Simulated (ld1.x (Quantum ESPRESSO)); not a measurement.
**Building the ultrasoft potential for Ga (Z = 31) (PBE, scalar-relativistic).**

The input file (ld1.x (Quantum ESPRESSO) 7.5):

```
&input
   title='Ga', zed=31., rel=1, dft='PBE', iswitch=3,
   config='[Ar] 3d10 4s2 4p1 4d-2',
   nld=3, rlderiv=2.20, eminld=-3.0, emaxld=5.0, deld=0.02
 /
 &inputp
   pseudotype=3, tm=.true., lloc=-1, rcloc=1.65,
   nlcc=.true., new_core_ps=.true., rcore=1.45,
   which_augfun='PSQ', rmatch_augfun=1.35,
   file_pseudopw='Ga.UPF', file_wfcaegen='ae.wfc', file_wfcncgen='nc.wfc', file_beta='beta', file_chi='chi', file_wfcusgen='us.wfc'
 /
5
4S  1  0   2.00   0.00  1.20  1.50  0.0
4S  1  0   0.00   2.00  1.20  1.50  0.0
4P  2  1   1.00   0.00  1.90  2.00  0.0
4P  2  1   0.00   1.95  1.90  2.00  0.0
4D  3  2  -2.00   0.30  1.25  1.50  0.0
 &test
   configts(1)='4s2 4p1'
 /
```

Command:

```bash
ld1.x < Ga.in > Ga.out
```

Resulting log (shortened: banner, matrices, multipoles, cross overlaps and the repeated all-electron block are left out):

```
[... start of the log left out ...]

      Generating local potential from pseudized AE potential:
      Matching radius rcloc =   1.6500

      Local pseudo, rcloc= 1.634 Estimated cut-off energy=     9.18 Ry

      Computing core charge for nlcc:

       r > 1.46 : true rho core
      Core charge pseudized with two Bessel functions
      Integrated core pseudo-charge :   8.87
      Wfc-us  4S rcutus= 1.516  Estimated cut-off energy=    52.21 Ry
      Wfc-us  4S rcutus= 1.516  Estimated cut-off energy=    21.23 Ry
      Wfc-us  4P rcutus= 1.996  Estimated cut-off energy=    18.13 Ry
      Wfc-us  4P rcutus= 1.996  Estimated cut-off energy=    22.05 Ry
      Wfc-us  4D rcutus= 1.516  Estimated cut-off energy=    91.48 Ry

     Q pseudized with Bessel functions
     Expected ecutrho=     229.1417 due to l1=  2   l2=  2

       Warning: n=1, l=0 expected 0 nodes, found 1
       Setting wfc to zero for this iteration
       (This warning will only be printed once per wavefunction)

       Zero norm: self consistency problem; state:  1 (l=  0, j=0.0)

     ------------------- End of pseudopotential generation -------------------

     Computing logarithmic derivative in   2.19193

 %%%%%%%%%%%%%%%%%%%%%%%%%%%%%%%%%%%%%%%%%%%%%%%%%%%%%%%%%%%%%%%%%%%%%%%%%%%%%%
     Error in routine chargeps (1):
     negative rho
 %%%%%%%%%%%%%%%%%%%%%%%%%%%%%%%%%%%%%%%%%%%%%%%%%%%%%%%%%%%%%%%%%%%%%%%%%%%%%%

     stopping ...
```

The run stopped because the pseudo-density turned negative during the self-consistent test, most likely because a state had been found with a wrong node count and its wave set to zero before.

The run took about 0.58 s on one core of a shared server CPU.
